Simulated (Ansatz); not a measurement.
Reaction (formal exchange of groups at a Te–C bond): `FC([SiH3])[TeH]` + `C[SiH2]F` → `F[SiH2]C[TeH]` + `FC[SiH3]`

Program: Ansatz. Geometries: PBE0-D4/def2-TZVP. ΔE: electronic, gas phase. CCSD(T)/CBS adds triple-zeta CCSD(T) − MP2 to the extrapolated MP2 energy (def2 sets, frozen cores). DFT in def2-TZVPP. Elements past krypton have def2 core potentials. For Te outer-core shells are correlated without core-valence functions, which leaves a few kJ/mol of doubt a bond. One conformer a species, not always the lowest.

| level | ΔE (kcal/mol) | difference from CCSD(T)/CBS |
| --- | --- | --- |
| PBE-D4 | 2.6 | 1.6 |
| r2SCAN | 2.3 | 1.3 |
| HF/def2-TZVPP | -1.3 | -2.3 |
| MP2/def2-TZVPP | 0.8 | -0.2 |
| CCSD/def2-TZVPP | 0.2 | -0.8 |
| CCSD(T)/def2-TZVPP | 0.7 | -0.3 |
| MP2/def2-QZVPP | 1.0 | 0.0 |
| SCS-MP2/def2-QZVPP | 0.5 | -0.5 |
| MP2/CBS(def2) | 1.1 | 0.1 |
| CCSD/CBS(def2) | 0.5 | -0.5 |
| CCSD(T)/CBS | 1.0 | 0 |

Largest T1 diagnostic among the species: 0.012.

In def2-TZVPP, CCSD(T) changes the Hartree–Fock value by +2.0 kcal/mol (the triples alone add +0.5 kcal/mol) and MP2 by +2.2 kcal/mol. From PBE to PBE0 (25 % exact exchange), in def2-TZVPP and without D4, ΔE moves by −1.1 kcal/mol.
